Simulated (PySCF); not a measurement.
B3LYP has the VWN-RPA correlation part, as in Gaussian. 

Species: C3H6O, SMILES `C[C@@H]1CO1` (charge 0, multiplicity 1).

Q: Estimate the dipole moment, LUMO and HOMO–LUMO gap that B3LYP-D3(BJ)/def2-TZVP (PySCF 2.14.0) returns for this input.

A: 
| Property | Result |
|---|---|
| dipole moment | 1.98 D |
| LUMO | 1.22 eV |
| HOMO–LUMO gap | 8.73 eV |
